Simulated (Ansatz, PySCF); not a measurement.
Gas-phase reaction (SMILES): C[O][Ga]([Br])[Br] + [H][H] (H2) → [Br][GaH][Br] + CO (CH4O); hydrogen cleaves one Ga-O bond, a model of a ligand-exchange step.

Geometries: B3LYP-D3(BJ)/def2-TZVP minima from Ansatz (a program for electronic structure), one conformer each, not searched for the lowest. Correlated levels leave the core frozen unless marked. Spin-orbit coupling is left out. The frozen core is the preceding noble-gas configuration, with the filled d and f shells of earlier blocks. No relativistic terms. CBS marks a two-point X^-3 extrapolation of the correlation energy; Hartree-Fock from the larger set. Thermal terms are rigid-rotor harmonic-oscillator values from B3LYP-D3(BJ) frequencies (Ansatz or PySCF) at 298.15 K and 1 atm. 1 Eh = 627.5095 kcal/mol.

```json
[
 {"species": "C[O][Ga]([Br])[Br]", "E, CCSD(T)/CBS(cc-pVTZ,cc-pVQZ) (Ansatz) (Eh)": "-7183.89253", "E, wB97M-V/def2-TZVPD (Ansatz) (Eh)": "-7188.05142", "H - E (Eh)": "0.05246"},
 {"species": "[H][H] (H2)", "E, CCSD(T)/CBS(cc-pVTZ,cc-pVQZ) (Ansatz) (Eh)": "-1.17450", "E, wB97M-V/def2-TZVPD (Ansatz) (Eh)": "-1.16077", "H - E (Eh)": "0.01336"},
 {"species": "[Br][GaH][Br]", "E, CCSD(T)/CBS(cc-pVTZ,cc-pVQZ) (Ansatz) (Eh)": "-7069.44162", "E, wB97M-V/def2-TZVPD (Ansatz) (Eh)": "-7073.48517", "H - E (Eh)": "0.01432"},
 {"species": "CO (CH4O)", "E, CCSD(T)/CBS(cc-pVTZ,cc-pVQZ) (Ansatz) (Eh)": "-115.60979", "E, wB97M-V/def2-TZVPD (Ansatz) (Eh)": "-115.71687", "H - E (Eh)": "0.05533"}
]
```

Work out ΔE and ΔH at 298.15 K at the first level, then ΔH at the second.


1. ΔE = [(-7069.44162) + (-115.60979)] - [(-7183.89253) + (-1.17450)] = 0.01562 Eh = 9.8 kcal/mol at CCSD(T)/CBS(cc-pVTZ,cc-pVQZ).
2. The terms H - E add up to 0.00383 Eh, so ΔH = (0.01562 + (0.00383))×627.5095 = 12.2 kcal/mol.
3. At wB97M-V/def2-TZVPD the same steps give ΔE = 6.4 and ΔH = 8.8 kcal/mol, a shift of -3.4 from the first level.
4. These values are not checked against measurement here, since the tables used lack a sound gas-phase enthalpy of formation for at least one species.
